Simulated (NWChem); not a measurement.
System: hydrogen selenide (H2Se); SMILES [SeH2]

All runs: NWChem. Pople sets run with spherical d functions. Structure relaxed at the PBE-D3(BJ)/def2-SVP level. Static field.

Problem. Among these, which level gives the highest value of “anisotropy (bohr³)”?
A. PBE/def2-TZVPD
B. PBE/def2-SVPD
C. PBE/6-31G*
D. PBE/def2-SVP

Solution. D, PBE/def2-SVP. Values: PBE/def2-TZVPD 1.5; PBE/def2-SVPD 1.8; PBE/6-31G* 3.2; PBE/def2-SVP 7.4
